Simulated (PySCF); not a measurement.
C6H6N (SMILES Cc1ccc[c]n1), doublet, at a GFN2-xTB geometry; CASSCF(7,7)/STO-3G (PySCF).

Input for PySCF:
```python
from pyscf import gto, scf, mcscf
import numpy

mol = gto.M(
    atom='''
C    -2.35493054    0.06701242   -0.07511577
C    -0.86309137    0.02269456   -0.03864858
C    -0.09636057    0.82578944    0.80021759
C     1.28638333    0.71609274    0.78365608
C     1.90664472   -0.19297075   -0.06713894
C     1.04364310   -0.93038362   -0.84885221
N    -0.23222444   -0.83355627   -0.83918504
H    -2.76316516   -0.41543237    0.81285312
H    -2.70847092    1.09594078   -0.09488676
H    -2.71763633   -0.45966508   -0.95323877
H    -0.58367658    1.53007166    1.45818243
H     1.88711746    1.33888817    1.43287470
H     2.97767064   -0.30431803   -0.10619822
''',
    basis='sto-3g',
    spin=1,
    verbose=4,
)

mf = scf.ROHF(mol)
mf.kernel()
mc = mcscf.CASSCF(mf, 7, 7)
mc.fix_spin_(ss=0.75)
mc.kernel()
occ = numpy.linalg.eigvalsh(mc.fcisolver.make_rdm1(mc.ci, mc.ncas, mc.nelecas))[::-1]
ss = mc.fcisolver.spin_square(mc.ci, mc.ncas, mc.nelecas)[0]
print('natural occupations', occ.round(4), ' <S^2>', round(ss, 4))
```

**Question.** What does PySCF print? Leave out banner, timings and long lists.

**Answer.** 
```
PySCF version 2.14.0

[INPUT] verbose = 4
[INPUT] num. atoms = 13
[INPUT] num. electrons = 49
[INPUT] charge = 0
[INPUT] spin (= nelec alpha-beta = 2S) = 1
[INPUT] symmetry False subgroup None
[INPUT] Mole.unit = angstrom
[INPUT] Symbol           X                Y                Z      unit          X                Y                Z       unit  Magmom
[...]
nuclear repulsion = 264.705464337871
number of shells = 27
number of NR pGTOs = 123
number of NR cGTOs = 41
basis = sto-3g
ecp = {}

******** <class 'pyscf.scf.rohf.ROHF'> ********
method = ROHF
initial guess = minao
damping factor = 0
level_shift factor = 0
DIIS = <class 'pyscf.scf.diis.CDIIS'>
diis_start_cycle = 1
diis_space = 8
diis_damp = 0
SCF conv_tol = 1e-09
SCF conv_tol_grad = None
SCF max_cycles = 50
direct_scf = True
direct_scf_tol = 1e-13
num. doubly occ = 24  num. singly occ = 1
Set gradient conv threshold to 3.16228e-05
init E= -283.819070414866
[...]
cycle= 1 E= -281.482972592248  delta_E= 2.34  |g|= 0.379  |ddm|= 3.58
[...]
cycle= 2 E= -281.551795545141  delta_E= -0.0688  |g|= 0.171  |ddm|= 0.621
[...]
cycle= 3 E= -281.563910052496  delta_E= -0.0121  |g|= 0.061  |ddm|= 0.233
[...]
cycle= 4 E= -281.566391829844  delta_E= -0.00248  |g|= 0.0152  |ddm|= 0.104
[...]
cycle= 5 E= -281.566664911245  delta_E= -0.000273  |g|= 0.00961  |ddm|= 0.0348
[...]
cycle= 6 E= -281.566765653971  delta_E= -0.000101  |g|= 0.00382  |ddm|= 0.0236
[...]
cycle= 7 E= -281.566778118683  delta_E= -1.25e-05  |g|= 0.00162  |ddm|= 0.00779
[...]
cycle= 8 E= -281.566780761237  delta_E= -2.64e-06  |g|= 0.000547  |ddm|= 0.00399
[...]
cycle= 9 E= -281.566781007145  delta_E= -2.46e-07  |g|= 0.000144  |ddm|= 0.00121
[...]
cycle= 10 E= -281.566781023159  delta_E= -1.6e-08  |g|= 5.29e-05  |ddm|= 0.000303
[...]
cycle= 11 E= -281.566781024908  delta_E= -1.75e-09  |g|= 1.62e-05  |ddm|= 9.4e-05
[...]
cycle= 12 E= -281.566781025028  delta_E= -1.2e-10  |g|= 2.65e-06  |ddm|= 2.82e-05
[...]
Extra cycle  E= -281.566781025031  delta_E= -3.18e-12  |g|= 1.2e-06  |ddm|= 4.11e-06
converged SCF energy = -281.566781025031

******** <class 'pyscf.mcscf.mc1step.CASSCF'> ********
CAS (4e+3e, 7o), ncore = 21, nvir = 13
max_cycle_macro = 50
max_cycle_micro = 4
conv_tol = 1e-07
conv_tol_grad = None
orbital rotation max_stepsize = 0.02
orbital rotation threshold for CI restart = 0.01
augmented hessian ah_max_cycle = 30
augmented hessian ah_conv_tol = 1e-12
augmented hessian ah_linear dependence = 1e-14
augmented hessian ah_level shift = 1e-08
augmented hessian ah_start_tol = 2.5
augmented hessian ah_start_cycle = 3
augmented hessian ah_grad_trust_region = 3
kf_trust_region = 3
kf_interval = 4
ci_response_space = 4
ci_grad_trust_region = 3
with_dep4 0
natorb = False
canonicalization = True
sorting_mo_energy = False
ao2mo_level = 2
internal_rotation = False
******** <class 'pyscf.fci.addons.SpinPenaltyFCISolver'> ********
max. cycles = 50
conv_tol = 1e-08
davidson only = True
linear dependence = 1e-12
level shift = 0.001
max iter space = 12
nroots = 1
pspace_size = 400
spin = None
CASCI E = -281.626483519639  S^2 = 0.7500000
Set conv_tol_grad to 0.000316228
macro iter   1 ( 21 JK    4 micro), CASSCF E = -281.632336413008  dE = -5.85289337e-03  S^2 = 0.7500000
               |grad[o]|=0.021  |grad[c]|=0.0865  |ddm|=0.0324  |maxRot[o]|=0.193
macro iter   2 ( 21 JK    4 micro), CASSCF E = -281.635388487772  dE = -3.05207476e-03  S^2 = 0.7500000
               |grad[o]|=0.021  |grad[c]|=0.0568  |ddm|=0.0185  |maxRot[o]|=0.235
macro iter   3 ( 21 JK    4 micro), CASSCF E = -281.637528378622  dE = -2.13989085e-03  S^2 = 0.7500000
               |grad[o]|=0.0116  |grad[c]|=0.0296  |ddm|=0.0164  |maxRot[o]|=0.152
macro iter   4 ( 21 JK    4 micro), CASSCF E = -281.638544043007  dE = -1.01566439e-03  S^2 = 0.7500000
               |grad[o]|=0.00818  |grad[c]|=0.0202  |ddm|=0.0112  |maxRot[o]|=0.127
macro iter   5 ( 20 JK    4 micro), CASSCF E = -281.638577071267  dE = -3.30282598e-05  S^2 = 0.7500000
               |grad[o]|=0.00494  |grad[c]|=0.00706  |ddm|=0.00657  |maxRot[o]|=0.0699
macro iter   6 ( 21 JK    4 micro), CASSCF E = -281.638624359211  dE = -4.72879440e-05  S^2 = 0.7500000
               |grad[o]|=0.00407  |grad[c]|=0.00746  |ddm|=0.0037  |maxRot[o]|=0.0427
macro iter   7 ( 21 JK    4 micro), CASSCF E = -281.638718552371  dE = -9.41931604e-05  S^2 = 0.7500000
               |grad[o]|=0.00358  |grad[c]|=0.00856  |ddm|=0.00447  |maxRot[o]|=0.0348
macro iter   8 ( 21 JK    4 micro), CASSCF E = -281.639207824988  dE = -4.89272617e-04  S^2 = 0.7500000
               |grad[o]|=0.0036  |grad[c]|=0.0202  |ddm|=0.00668  |maxRot[o]|=0.145
macro iter   9 ( 21 JK    4 micro), CASSCF E = -281.644072565251  dE = -4.86474026e-03  S^2 = 0.7500000
               |grad[o]|=0.00532  |grad[c]|=0.0302  |ddm|=0.0204  |maxRot[o]|=0.313
macro iter  10 ( 21 JK    4 micro), CASSCF E = -281.649598742714  dE = -5.52617746e-03  S^2 = 0.7500000
               |grad[o]|=0.013  |grad[c]|=0.0212  |ddm|=0.0424  |maxRot[o]|=0.158
macro iter  11 ( 21 JK    4 micro), CASSCF E = -281.656839059645  dE = -7.24031693e-03  S^2 = 0.7500000
               |grad[o]|=0.0193  |grad[c]|=0.0243  |ddm|= 0.02  |maxRot[o]|=0.159
macro iter  12 ( 21 JK    4 micro), CASSCF E = -281.664432850251  dE = -7.59379061e-03  S^2 = 0.7500000
               |grad[o]|=0.0228  |grad[c]|=0.0157  |ddm|=0.0186  |maxRot[o]|=0.159
macro iter  13 ( 21 JK    4 micro), CASSCF E = -281.670209593729  dE = -5.77674348e-03  S^2 = 0.7500000
               |grad[o]|=0.0203  |grad[c]|=0.011  |ddm|=0.0145  |maxRot[o]|=0.159
macro iter  14 ( 18 JK    4 micro), CASSCF E = -281.672943982083  dE = -2.73438835e-03  S^2 = 0.7500000
               |grad[o]|=0.0131  |grad[c]|=0.00665  |ddm|=0.00648  |maxRot[o]|=0.139
macro iter  15 ( 14 JK    4 micro), CASSCF E = -281.673430582453  dE = -4.86600370e-04  S^2 = 0.7500000
               |grad[o]|=0.00521  |grad[c]|=0.00385  |ddm|=0.00632  |maxRot[o]|=0.0641
macro iter  16 ( 12 JK    4 micro), CASSCF E = -281.673492726481  dE = -6.21440275e-05  S^2 = 0.7500000
               |grad[o]|=0.00189  |grad[c]|=0.00103  |ddm|=0.00387  |maxRot[o]|=0.0269
macro iter  17 (  6 JK    2 micro), CASSCF E = -281.673493568377  dE = -8.41896679e-07  S^2 = 0.7500000
               |grad[o]|=0.000358  |grad[c]|=9.7e-05  |ddm|=0.000503  |maxRot[o]|=0.00271
macro iter  18 (  3 JK    1 micro), CASSCF E = -281.673493576977  dE = -8.59938609e-09  S^2 = 0.7500000
               |grad[o]|=4.2e-05  |grad[c]|=3.75e-05  |ddm|=    0  |maxRot[o]|=0.000224
1-step CASSCF converged in  18 macro (325 JK  67 micro) steps
CASSCF canonicalization
Density matrix diagonal elements [1.9316801  1.87967869 1.86177002 1.00003509 0.13682243 0.1340517
 0.05596197]
CASSCF energy = -281.673493576977
CASCI E = -281.673493576977  E(CI) = -8.91393546610215  S^2 = 0.7500000
natural occupations [1.9435 1.8711 1.8603 1.     0.1389 0.131  0.0552]  <S^2> 0.75
```
